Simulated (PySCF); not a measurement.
**Magnetisability: `O=C([SiH2][GeH3])C(F)(F)F`, C₂H₅F₃GeOSi**

Cartesian coordinates in Å; atom numbers follow the order of the lines, from 1:
```xyz
13

O     1.7176    0.5567   -1.9817
C     1.1590    0.3848   -0.9356
Si   -0.3248    1.3597   -0.2142
Ge   -1.8085   -0.2863    0.5332
C     1.5427   -0.8025   -0.0269
F     0.6337   -1.7901   -0.1865
F     2.7460   -1.3281   -0.2224
F     1.4618   -0.4378    1.2670
H     0.2677    2.1492    0.8664
H    -0.7627    2.2213   -1.3088
H    -2.1682   -1.3175   -0.4860
H    -1.3513   -1.0343    1.7400
H    -3.1174    0.3256    0.9379
```

Theory: GIAO B97-2/pcSseg-1 magnetisability, rotational g tensor and spin-rotation constants, non-relativistic, gas phase in PySCF 2.14.0. Geometry: GFN2-xTB.

The calculation is non-relativistic, which matters for the atoms heavier than Zn.

(1) What are the magnetisability and the molar susceptibility?

(2) Split it along the inertial axes a, b, c into diamagnetic and paramagnetic parts about the centre of mass, with the quadrupole moment.

(3) And the rotational g tensor?

Results:

(1) Isotropic -1312 × 10⁻³⁰ J/T², or -79.0 × 10⁻⁶ cm³/mol; principal values -1451, -1355, -1129 × 10⁻³⁰ J/T², anisotropy 287 × 10⁻³⁰ J/T² (root of half the summed squared differences of the principal values). The susceptibility is in cgs units.

(2) 
| axis | χ (10⁻⁶ cm³/mol) | diamagnetic (10⁻⁶ cm³/mol) | paramagnetic (10⁻⁶ cm³/mol) | summed x² of all electrons (Å²) | quadrupole Θ (D Å) |
| --- | --- | --- | --- | --- | --- |
| a | -80.4 | -713.3 | 632.9 | 293.5 | -3.74 |
| b | -74.0 | -1459.5 | 1385.5 | 117.6 | +0.94 |
| c | -82.6 | -1744.2 | 1661.6 | 50.5 | +2.80 |

Anisotropies 2χaa − χbb − χcc = -4.1 and 2χbb − χaa − χcc = +15.0 × 10⁻⁶ cm³/mol. Θ is traceless in Buckingham's convention.

(3) 
```csv
axis,rotational constant (GHz),g,nuclear part,electronic part
a,1.8895,-0.0328,0.5290,-0.5618
b,0.7723,-0.0167,0.4860,-0.5027
c,0.6456,-0.0117,0.4923,-0.5040
```
Asymmetric top; isotopes 12C, 19F, 74Ge, 1H, 16O, 28Si; no vibrational averaging.
